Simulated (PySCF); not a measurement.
## Polarisability of `Cc1c[n+](C)nn1C`

Species: C₅H₁₀N₃ (charge +1).
Cartesian coordinates in Å at the GFN2-xTB level; atoms count from 1:
```
atom  x, y, z in Å
C1    -1.8577    1.3895   -0.1099
C2    -0.5899    0.6483   -0.2289
C3     0.7237    1.0688   -0.2886
N4     1.4685   -0.0510   -0.3902
C5     2.8948   -0.1575   -0.4742
N6     0.7198   -1.1090   -0.3982
N7    -0.5142   -0.7050   -0.3019
C8    -1.5967   -1.6419   -0.2791
H9    -2.3858    1.1007    0.7986
H10   -2.5105    1.1728   -0.9550
H11   -1.6674    2.4578   -0.0793
H12    1.1424    2.0536   -0.2648
H13    3.2646    0.3883   -1.3422
H14    3.1537   -1.2102   -0.5662
H15    3.3573    0.2545    0.4232
H16   -2.2750   -1.4570   -1.1128
H17   -1.1820   -2.6444   -0.3608
H18   -2.1543   -1.5521    0.6539
```

Level: CAM-B3LYP/def2-SVPD (PySCF), static field, nuclei fixed, core orbitals frozen in the response. The polarisability tensor in these axes (au):

```
x   94.69  0.89 -2.58
y    0.89 76.75  1.23
z   -2.58  1.23 51.53
```

Diagonalise the tensor; give its mean and Δα, where Δα² is half the sum of the squared differences of the eigenvalues.

Principal values 51.31, 76.78 and 94.88 au; mean 74.33 au = 11.01 Å³ = 12.25 × 10⁻⁴⁰ C²·m²/J; Δα = 37.91 au (51 % of the mean).

Rayleigh depolarisation ratio (linearly polarised light, static tensor)?

ρ = 3Δα²/(45ᾱ² + 4Δα²) = 4311.6/(248598 + 5748.8) = 0.017.

Directions of the eigenvectors, and the extent of the frame along each?

Largest value along (1.00, 0.04, -0.06), where the nuclei span 5.75 Å; middle along (-0.04, 1.00, 0.05), 5.13 Å; least along (0.06, -0.05, 1.00), 1.79 Å. The response follows the extents in order.

In TDDFT the mean static polarisability is Σ f/ω² over all singlet excitations (ω in hartree). How much of it do the 8 lowest give? Their energies (eV) and oscillator strengths: 6.35, 0.1160; 6.95, 0.0065; 7.18, 0.0459; 8.03, 0.6480; 8.29, 0.0058; 8.63, 0.1591; 9.09, 0.0003; 9.16, 0.0131.

They add up to 12.10 au, 16.3 % of the 74.33 au; the largest single term is 7.45 au, from the state at 8.03 eV. Terms in order: 2.13, 0.10, 0.66, 7.45, 0.06, 1.58, 0.00, 0.12 au. Higher excitations give the rest. The strengths listed sum to 0.995.

Isolated species at its GFN2-xTB geometry, gas phase.
